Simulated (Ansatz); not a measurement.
Ansatz (a program for electronic structure) input (B3LYP-D3(BJ)/def2-TZVP):

Ansatz 0.2 input:
```yaml
crystal:
  periodic: [false, false, false]
  atoms:
    - {symbol: F, position_ang: [-0.44827959, 1.69480711, 0.67209079]}
    - {symbol: C, position_ang: [-0.26411205, 0.65240035, -0.17014245]}
    - {symbol: F, position_ang: [-0.67723658, 1.08625049, -1.38295988]}
    - {symbol: C, position_ang: [1.10594447, -0.01886002, -0.12428016]}
    - {symbol: O, position_ang: [0.50223553, -1.24266680, 0.30316526]}
    - {symbol: C, position_ang: [-0.81802406, -0.69346274, 0.28981544]}
    - {symbol: H, position_ang: [1.59915348, -0.11067439, -1.09408999]}
    - {symbol: H, position_ang: [1.78871264, 0.39445094, 0.62089494]}
    - {symbol: H, position_ang: [-1.27659848, -0.68030798, 1.28064848]}
    - {symbol: H, position_ang: [-1.47032406, -1.18710190, -0.43337185]}
basis:
  gaussian:
    orbitals: def2-TZVP
hamiltonian:
  xc: b3lyp
  dispersion: d3bj
relax: {f_tol: 0.002, max_steps: 150}
```

Output:

```
Functional definition: B3LYP
integrals: 0.12 GiB planned
1179 factors; their error is unknown
mean field: 1.14 GiB planned
mean field evaluation 1: about -10654.6512 eV, gradient 5.5e1 eV
mean field evaluation 2: about -10651.4714 eV, gradient 6.9e1 eV
mean field evaluation 4: about -10660.2504 eV, gradient 3.5e0 eV
mean field evaluation 8: about -10660.2692 eV, gradient 3.7e-2 eV
mean field evaluation 16: about -10660.2606 eV, gradient 1.1e-4 eV
mean field -10660.26062207 eV, -391.7573520767 hartree, gradient 2.3e-5 eV, S^2 0.000000; 0 other end points of the search recorded, 0 dependent functions left out
the calculation of the forces begins
reference -10660.26084748 eV, -391.7573603607 hartree; 24, 24 occupied and 186, 186 virtual orbitals, 1179 factors
relax step   1: F+E_penalty+E_count = -10660.54966710 eV  Δ(F+E_penalty+E_count) = +0.000e0 eV  max|allowed force component| = 5.670e-1 eV/Å  Δτ_max = 0.0000 Å  (29 SCF iters, accepted)
these checks for a lower state are left out or cut short: starts, cluster_reference, orbital_swaps, neighbouring_geometries, increment
integrals: 0.12 GiB planned
1179 factors; their error is unknown
mean field: 1.14 GiB planned
mean field -10660.27161496 eV, -391.7577560580 hartree, gradient 2.4e-5 eV, S^2 0.000000; 0 other end points of the search recorded, 0 dependent functions left out
the calculation of the forces begins
reference -10660.27184011 eV, -391.7577643322 hartree; 24, 24 occupied and 186, 186 virtual orbitals, 1179 factors
relax step   2: F+E_penalty+E_count = -10660.56041485 eV  Δ(F+E_penalty+E_count) = -1.075e-2 eV  max|allowed force component| = 3.296e-1 eV/Å  Δτ_max = 0.0112 Å  (31 SCF iters, accepted)
these checks for a lower state are left out or cut short: starts, cluster_reference, orbital_swaps, neighbouring_geometries, increment
integrals: 0.12 GiB planned
1179 factors; their error is unknown
mean field: 1.14 GiB planned
mean field evaluation 32: about -10660.2754 eV, gradient 2.5e-5 eV
mean field -10660.27536065 eV, -391.7578937098 hartree, gradient 2.5e-5 eV, S^2 0.000000; 0 other end points of the search recorded, 0 dependent functions left out
the calculation of the forces begins
reference -10660.27558537 eV, -391.7579019682 hartree; 24, 24 occupied and 186, 186 virtual orbitals, 1179 factors
relax step   3: F+E_penalty+E_count = -10660.56395550 eV  Δ(F+E_penalty+E_count) = -3.541e-3 eV  max|allowed force component| = 5.993e-2 eV/Å  Δτ_max = 0.0065 Å  (32 SCF iters, accepted)
these checks for a lower state are left out or cut short: starts, cluster_reference, orbital_swaps, neighbouring_geometries, increment
integrals: 0.12 GiB planned
1179 factors; their error is unknown
mean field: 1.14 GiB planned
mean field -10660.27543620 eV, -391.7578964862 hartree, gradient 2.5e-5 eV, S^2 0.000000; 0 other end points of the search recorded, 0 dependent functions left out
the calculation of the forces begins
reference -10660.27566081 eV, -391.7579047404 hartree; 24, 24 occupied and 186, 186 virtual orbitals, 1179 factors
relax step   4: F+E_penalty+E_count = -10660.56406178 eV  Δ(F+E_penalty+E_count) = -1.063e-4 eV  max|allowed force component| = 1.726e-2 eV/Å  Δτ_max = 0.0013 Å  (32 SCF iters, accepted)
these checks for a lower state are left out or cut short: starts, cluster_reference, orbital_swaps, neighbouring_geometries, increment
integrals: 0.12 GiB planned
1179 factors; their error is unknown
mean field: 1.14 GiB planned
mean field -10660.27542071 eV, -391.7578959168 hartree, gradient 2.5e-5 eV, S^2 0.000000; 0 other end points of the search recorded, 0 dependent functions left out
the calculation of the forces begins
reference -10660.27564527 eV, -391.7579041692 hartree; 24, 24 occupied and 186, 186 virtual orbitals, 1179 factors
relax step   5: F+E_penalty+E_count = -10660.56407477 eV  Δ(F+E_penalty+E_count) = -1.298e-5 eV  max|allowed force component| = 4.739e-3 eV/Å  Δτ_max = 0.0007 Å  (32 SCF iters, accepted)
these checks for a lower state are left out or cut short: starts, cluster_reference, orbital_swaps, neighbouring_geometries, increment
integrals: 0.12 GiB planned
1179 factors; their error is unknown
mean field: 1.14 GiB planned
mean field -10660.27542085 eV, -391.7578959222 hartree, gradient 2.5e-5 eV, S^2 0.000000; 0 other end points of the search recorded, 0 dependent functions left out
the calculation of the forces begins
reference -10660.27564542 eV, -391.7579041747 hartree; 24, 24 occupied and 186, 186 virtual orbitals, 1179 factors
relax step   6: F+E_penalty+E_count = -10660.56407531 eV  Δ(F+E_penalty+E_count) = -5.459e-7 eV  max|allowed force component| = 6.702e-4 eV/Å  Δτ_max = 0.0001 Å  (32 SCF iters, accepted)
integrals: 0.12 GiB planned
1179 factors; their error is unknown
mean field: 1.14 GiB planned
mean field evaluation 64: about -10659.9917 eV, gradient 1.3e1 eV
mean field -10660.27542085 eV, -391.7578959222 hartree, gradient 2.5e-5 eV, S^2 0.000000; 1 other end points of the search recorded, 0 dependent functions left out
the calculation of the forces begins
reference -10660.27564542 eV, -391.7579041747 hartree; 24, 24 occupied and 186, 186 virtual orbitals, 1179 factors
Total energy: -10660.56429987 eV, -391.7685120303 hartree
Atom 0 at    -0.442682     1.688605     0.688180 Å, force    -0.000029     0.000223     0.000231 eV/Å
Atom 1 at    -0.263109     0.650038    -0.169409 Å, force     0.000176    -0.000670    -0.000293 eV/Å
Atom 2 at    -0.674677     1.072318    -1.393624 Å, force    -0.000156     0.000347    -0.000151 eV/Å
Atom 3 at     1.112856    -0.011439    -0.127214 Å, force    -0.000314    -0.000058     0.000221 eV/Å
Atom 4 at     0.506674    -1.253274     0.306386 Å, force     0.000063    -0.000047     0.000207 eV/Å
Atom 5 at    -0.828421    -0.692125     0.290628 Å, force     0.000336     0.000171     0.000082 eV/Å
Atom 6 at     1.602409    -0.102957    -1.097780 Å, force     0.000088     0.000047    -0.000082 eV/Å
Atom 7 at     1.792825     0.403214     0.618288 Å, force     0.000214     0.000088    -0.000139 eV/Å
Atom 8 at    -1.285737    -0.676246     1.280921 Å, force    -0.000256    -0.000076    -0.000038 eV/Å
Atom 9 at    -1.478666    -1.183299    -0.434606 Å, force    -0.000121    -0.000025    -0.000038 eV/Å
Dipole moment:     0.030010    -0.073871     0.019086 e Å
```
